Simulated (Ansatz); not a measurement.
Q: Name a neutral molecule of Au with LUMO energy (PBE0/def2-TZVPP) between -3.50 and -3.20 eV and ideal-gas entropy at 298 K and 1 bar (rigid rotor, harmonic PBE0-D4/def2-TZVP) between 256 and 272 J/(mol·K) (Ansatz, PBE0-D4/def2-TZVP geometry).

A: `[Au][Au]` (-3.33 eV, 270 J/(mol·K)). Other molecules can fit too; these were computed, each in one conformer that needn't be the lowest.
